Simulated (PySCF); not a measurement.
## Ionisation energy of Rh by level of theory

Rh [Kr] 4d8 5s1 (4F) → Rh⁺ [Kr] 4d8 (3F), as a difference of total energies. All numbers are calculated (PySCF 2.14, the spin-free X2C one-electron Hamiltonian (Gaussian nucleus), in x2c-TZVPPall with one added diffuse shell each of s, p, d, f type (9s7p7d3f1g, 95 functions)). Correlated levels: valence: [Kr] frozen. The calculations carry no spin-orbit coupling.

```json
{"method": "UHF", "ionisation energy (eV)": "6.314"}
{"method": "MP2 (valence)", "ionisation energy (eV)": "7.263"}
{"method": "SCS-MP2 (valence)", "ionisation energy (eV)": "7.041"}
{"method": "CCSD (valence)", "ionisation energy (eV)": "7.184"}
{"method": "CCSD(T) (valence)", "ionisation energy (eV)": "7.269"}
```

Q: How much does correlation contribute at CCSD(T) (valence)?

A: 7.269 − (6.314) = 0.955 eV, measured against UHF.

A first-order spin-orbit estimate (lowest level to lowest level, LS coupling) adds -0.007 eV.

Errors of the correlated levels include the incompleteness of this basis and the frozen core.

For comparison: 7.459 eV (measured; NIST Atomic Spectra Database, ionization energies).
